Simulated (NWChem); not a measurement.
# C2H6AlCl; SMILES [CH3][Al]([CH3])[Cl]

Task: Give the equilibrium geometry at B3LYP/6-31G* (spherical d) (NWChem) as an XYZ file, with the point group.

Result: point group C2; any orientation.
```
10

Al     0.0000     0.0000    -0.4099
C     -0.0026     1.7577    -1.2738
H     -0.1046     1.6892    -2.3632
H      0.9290     2.2981    -1.0599
H     -0.8198     2.3845    -0.8952
C      0.0026    -1.7577    -1.2738
H     -0.9290    -2.2981    -1.0599
H      0.8198    -2.3845    -0.8952
H      0.1046    -1.6892    -2.3632
Cl     0.0000     0.0000     1.7293
```
